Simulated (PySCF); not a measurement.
**UHF on Pt²⁺ (platinum, charge +2)**

Configuration: [Xe] 4f14 5d7 6p1, one real determinant (an excited configuration). Calculation: PySCF 2.14, in aug-cc-pVTZ-PP with one added diffuse shell each of s, p, d, f, g type with ECP60MDF (7s7p6d4f3g, 113 functions); scalar relativity through the core potential.

| Property | Result |
| --- | --- |
| Total energy | -117.236045 hartree |
| One-electron energy | -192.5995 hartree |
| Hartree (Coulomb) energy | 85.5453 hartree |
| Exchange energy | -10.1819 hartree |
| ⟨S²⟩ | 6.0050 |
| ⟨L²⟩ | 13.847 |
| Sum of ⟨r⟩ | 22.43 bohr |
| Sum of ⟨r²⟩ | 39.73 bohr² |
| Traceless quadrupole moment −½Σ⟨3z² − r²⟩ along its main axis | -4.40 e·bohr² |

```tsv
shell	electrons	mean orbital energy (hartree)	spread (hartree)	rms radius, mean of both spins (bohr)
5s α	1	-5.44739	0	1.03
5s β	1	-5.26284	0	1.03
5p α	3	-3.62000	0.01840	1.18
5p β	3	-3.36993	0.03472	1.18
5d α	5	-1.38642	0.04921	1.61
5d β	2	-1.28293	0.01505	1.61
6p α	1	-0.69462	0	3.33
```

⟨L²⟩ = 13.85 against 20 for a pure G term, so this real determinant mixes terms. Energies and moments cover only the electrons outside the core potential. Spin-orbit coupling, absent here, splits the open shell strongly.
